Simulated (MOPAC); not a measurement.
Input file for MOPAC: PM7 on P2-, 2S+1 = 2, a spin state set in the input, which need not be the lowest, a point of a bond scan (R = 2.030 Å). Charge -1.

```
PM7 1SCF PRECISE CHARGE=-1 UHF MS=0.5 THREADS=1
P2

P      0.00000000 1     0.00000000 1     0.00000000 1
P      0.00000000 1     0.00000000 1     2.03007300 1
```

It printed:

```
*******************************************************************************
 **                                                                           **
 **                              MOPAC v23.2.5                                **
 **                                                                           **
 *******************************************************************************
 ** MOPAC's Digital Object Identifier: https://doi.org/10.5281/zenodo.6511958 **
 **                                                                           **
 ** Please cite the open-source release paper for use of this MOPAC version:  **
 ** J. E. Moussa and J. J. P. Stewart (2026)                                  **
 ** MOPAC: An open-source semiempirical molecular orbital program             **
 ** J. Open Source Softw., 11(119), 8025, https://doi.org/10.21105/joss.08025 **
 *******************************************************************************

                              PM7 CALCULATION RESULTS

 *******************************************************************************
 *  PM7        - The PM7 Hamiltonian to be used
 *  UHF        - UNRESTRICTED HARTREE-FOCK CALCULATION
 *
 *
 *
 *                 CHARGE ON SYSTEM = -1
 *
 *
 *
 *  MS=        - IN MECI, MAGNETIC COMPONENT OF SPIN =  0.5
 *  PRECISE    - TIGHTER CRITERIA TO BE USED
 *  1SCF       - DO 1 SCF AND THEN STOP
 *  THREADS=1  - MULTI-THREADING NOT USED
 *  T=         - A TIME OF 172800.0 SECONDS REQUESTED
 *  DUMP=N     - RESTART FILE WRITTEN EVERY 7200.0 SECONDS REQUESTED
 *******************************************************************************
PM7 1SCF PRECISE CHARGE=-1 UHF MS=0.5 THREADS=1
 P2

   ATOM   CHEMICAL          X               Y               Z
  NUMBER   SYMBOL      (ANGSTROMS)     (ANGSTROMS)     (ANGSTROMS)

     1       P          0.00000000  *   0.00000000  *   0.00000000  *
     2       P          0.00000000  *   0.00000000  *   2.03007300  *



          CARTESIAN COORDINATES

    NO.       ATOM           X           Y           Z

     1         P          0.0000      0.0000      0.0000
     2         P          0.0000      0.0000      2.0301

 General Reference for PM7:
 "Optimization of Parameters for Semiempirical Methods VI: More Modifications to the
 NDDO Approximations and Re-optimization of Parameters", J. J. P. Stewart, J. Mol. Mod., 1:32, 19 (2013)
 https://link.springer.com/article/10.1007/s00894-012-1667-x

           Empirical Formula: P2  =     2 atoms



      MOLECULAR POINT GROUP   :   D*h


          UHF CALCULATION, NO. OF ALPHA ELECTRONS =    6
                           NO. OF BETA  ELECTRONS =    5

 -------------------------------------------------------------------------------
 PM7 1SCF PRECISE CHARGE=-1 UHF MS=0.5 THREADS=1
 P2



     1SCF WAS SPECIFIED, SO BFGS WAS NOT USED
     SCF FIELD WAS ACHIEVED


                              PM7 CALCULATION
                                                       MOPAC v23.2.5 Linux




          FINAL HEAT OF FORMATION =        -71.35262 KCAL/MOL =    -298.53937 KJ/MOL


          COSMO AREA              =         82.17 SQUARE ANGSTROMS
          COSMO VOLUME            =         65.89 CUBIC ANGSTROMS

          IONIZATION POTENTIAL    =          3.680959 EV
          ALPHA SOMO LUMO (EV)    =         -3.681 -0.749
          BETA  SOMO LUMO (EV)    =         -7.947 -0.253
          NO. OF ALPHA ELECTRONS  =          6
          NO. OF BETA  ELECTRONS  =          5
          MOLECULAR WEIGHT        =         61.9475         POINT GROUP:  D*h

          MOLECULAR DIMENSIONS (Angstroms)

            Atom       Atom       Distance
            P     2    P     1     2.03007
            P     2    P     1     0.00000
            P     1    P     2     0.00000


          SCF CALCULATIONS        =          1





   ATOM   CHEMICAL          X               Y               Z
  NUMBER   SYMBOL      (ANGSTROMS)     (ANGSTROMS)     (ANGSTROMS)

     1       P          0.00000000  *   0.00000000  *   0.00000000  *
     2       P          0.00000000  *   0.00000000  *   2.03007300  *

                             CARTESIAN COORDINATES

   1    P        0.000000000     0.000000000     0.000000000
   2    P        0.000000000     0.000000000     2.030073000


           Empirical Formula: P2  =     2 atoms



      MOLECULAR POINT GROUP   :   D*h


          ALPHA EIGENVALUES
 -49.24820 -35.70188  -9.79767  -9.77926  -8.39286  -3.68096  -0.74923   3.65501
  99.20546  99.40888 101.89071 101.89109 111.51431 112.50365 120.01153 120.01174
 123.09677 123.17431


           BETA EIGENVALUES
 -48.59409 -34.82754  -9.31821  -8.33396  -7.94668  -0.25309   0.73487   4.32133
  99.42101  99.51845 101.89322 101.89352 111.51720 112.52075 120.03748 120.03772
 123.18647 123.28184


              NET ATOMIC CHARGES AND DIPOLE CONTRIBUTIONS

  ATOM NO.   TYPE          CHARGE      No. of ELECS.   s-Pop       p-Pop       d-Pop
    1          P          -0.500000        5.5000     1.90126     3.55578     0.04296
    2          P          -0.500000        5.5000     1.90126     3.55578     0.04296
 DIPOLE           X         Y         Z       TOTAL
 POINT-CHG.     0.000     0.000     0.000     0.000
 HYBRID        -0.000     0.000     0.000     0.000
 SUM           -0.000     0.000     0.000     0.000


          ATOMIC ORBITAL ELECTRON POPULATIONS

     Atom    s        px        py        pz      x^2-y^2     xz        z^2       yz        xy
    1  P   1.90126   1.48874   0.99155   1.07550   0.00000   0.01126   0.02325   0.00845   0.00000
    2  P   1.90126   1.48874   0.99155   1.07550   0.00000   0.01126   0.02325   0.00845   0.00000


                    (SZ)    =    0.500000
                    (S**2)  =    0.750040


          ATOMIC ORBITAL SPIN POPULATIONS

    Atom   Total    s     px     py     pz   x^2-y^2  xz     z^2    yz     xy
         Atomic
    1  P  0.5000  0.001  0.497  0.000 -0.001 -0.000  0.003 -0.000 -0.000 -0.000
    2  P  0.5000  0.001  0.497  0.000 -0.001 -0.000  0.003 -0.000 -0.000 -0.000

 **********************
 *                    *
 * JOB ENDED NORMALLY *
 *                    *
 **********************




 == MOPAC DONE ==
```

The run finished.

Cost: around 0.010 core-seconds (rough).
